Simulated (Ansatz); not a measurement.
Geometry optimisation, RKS B3LYP/def2-SVP in Ansatz.

input.yaml

```yaml
crystal:
  periodic: [false, false, false]
  atoms:
    - { symbol: C, position_ang: [0.6735, -0.1961, 1.831] }
    - { symbol: C, position_ang: [0.1977, 0.0861, 0.7158] }
    - { symbol: B, position_ang: [-0.3706, 0.396, -0.7007] }
    - { symbol: O, position_ang: [-0.9585, -0.6316, -1.4484] }
    - { symbol: F, position_ang: [-0.1832, 1.7105, -1.2631] }
    - { symbol: H, position_ang: [0.9969, -0.3463, 2.7859] }
    - { symbol: H, position_ang: [-1.90093, -0.66327, -1.28481] }
basis:
  gaussian: { orbitals: def2-SVP }
hamiltonian:
  xc: b3lyp
relax:
  f_tol: 0.015
  max_steps: 40
output:
  orbitals: {}
```

Run as:

```bash
$ ansatz run input.yaml --threads 1 --pin off --max-ram 2048MiB --backend cpu --events-out ev --progress --plain --runs-dir out
```

Where does it end, and by what steps?

The run converged. After 12 steps the energy has fallen by 0.867 eV; H7 moved furthest, 0.62 Å.

```tsv
step	energy less start (eV)	largest force component (eV/Å)	accepted
0	0.0000	4.739	yes
1	-0.1658	2.272	yes
2	-0.2601	2.503	yes
3	-0.4627	0.590	yes
4	-0.5117	0.543	yes
5	-0.5268	2.150	yes
6	-0.8085	0.534	yes
7	-0.8314	0.435	yes
8	-0.8544	0.246	yes
9	-0.8647	0.299	yes
10	-0.8669	0.105	yes
11	-0.8671	0.043	yes
12	-0.8672	0.002	yes
```

```xyz
7
Properties=species:S:1:pos:R:3
C 0.545 -0.187 1.747
C 0.146 0.138 0.644
B -0.382 0.517 -0.752
O -1.265 -0.243 -1.432
F 0.034 1.636 -1.336
H 0.904 -0.465 2.721
H -1.528 -1.041 -0.956
```

Whether the end is a true minimum wasn't checked by a vibrational analysis.

The run took 45 s on 1 thread of Intel(R) Xeon(R) Platinum 8488C (Sapphire Rapids) (shared host), peak memory 0.25 GiB.
